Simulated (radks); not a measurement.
Kr+, configuration [Ar] 3d9.5 4s2 4p5.5 (fractional occupations, a model configuration).

Method: Dirac Kohn-Sham, PBE, spin-unpolarised, spherical densities, finite nucleus; open shells fill j = l - 1/2 first; Fermi nuclear charge, rms radius 4.1884 fm; computed with a radial shooting solver on a logarithmic mesh with Libxc functionals.

Energy parts (hartree):
| part | energy |
|---|---|
| total | -2788.53734 |
| kinetic | 2863.75538 |
| electron-nucleus | -6716.02834 |
| Hartree | 1159.61243 |
| exchange-correlation | -95.87681 |

Orbitals (lengths in bohr, moments of r in powers of bohr; <r^-3> diverges for s and p1/2; r(90%) holds 90 % of the orbital's charge):
[
 {"orbital": "1s1/2", "occ.": "2", "eigenvalue (hartree)": "-520.8645", "r(90%)": "0.0742", "<1/r>": "36.77", "<r^-3>": "-", "<r^2>": "0.002318"},
 {"orbital": "2s1/2", "occ.": "2", "eigenvalue (hartree)": "-69.25739", "r(90%)": "0.284", "<1/r>": "8.228", "<r^-3>": "-", "<r^2>": "0.03964"},
 {"orbital": "2p1/2", "occ.": "2", "eigenvalue (hartree)": "-62.65929", "r(90%)": "0.257", "<1/r>": "8.196", "<r^-3>": "-", "<r^2>": "0.03039"},
 {"orbital": "2p3/2", "occ.": "4", "eigenvalue (hartree)": "-60.68142", "r(90%)": "0.263", "<1/r>": "7.911", "<r^-3>": "1427", "<r^2>": "0.03182"},
 {"orbital": "3s1/2", "occ.": "2", "eigenvalue (hartree)": "-10.38544", "r(90%)": "0.784", "<1/r>": "2.726", "<r^-3>": "-", "<r^2>": "0.3204"},
 {"orbital": "3p1/2", "occ.": "2", "eigenvalue (hartree)": "-8.05474", "r(90%)": "0.808", "<1/r>": "2.613", "<r^-3>": "-", "<r^2>": "0.3291"},
 {"orbital": "3p3/2", "occ.": "4", "eigenvalue (hartree)": "-7.76024", "r(90%)": "0.823", "<1/r>": "2.545", "<r^-3>": "214.7", "<r^2>": "0.3418"},
 {"orbital": "3d3/2", "occ.": "4", "eigenvalue (hartree)": "-3.70311", "r(90%)": "0.890", "<1/r>": "2.307", "<r^-3>": "28.23", "<r^2>": "0.3651"},
 {"orbital": "3d5/2", "occ.": "5.5", "eigenvalue (hartree)": "-3.65404", "r(90%)": "0.896", "<1/r>": "2.290", "<r^-3>": "27.26", "<r^2>": "0.3700"},
 {"orbital": "4s1/2", "occ.": "2", "eigenvalue (hartree)": "-1.29797", "r(90%)": "2.23", "<1/r>": "0.8862", "<r^-3>": "-", "<r^2>": "2.601"},
 {"orbital": "4p1/2", "occ.": "2", "eigenvalue (hartree)": "-0.77078", "r(90%)": "2.66", "<1/r>": "0.7528", "<r^-3>": "-", "<r^2>": "3.586"},
 {"orbital": "4p3/2", "occ.": "3.5", "eigenvalue (hartree)": "-0.74263", "r(90%)": "2.72", "<1/r>": "0.7356", "<r^-3>": "20.56", "<r^2>": "3.735"}
]

The highest occupied level is 4p3/2 at -20.208 eV. Summed over all electrons, <r^2> = 31.88 bohr^2, which gives a Langevin (diamagnetic) susceptibility term of -25.2 x 10^-6 cm^3/mol.
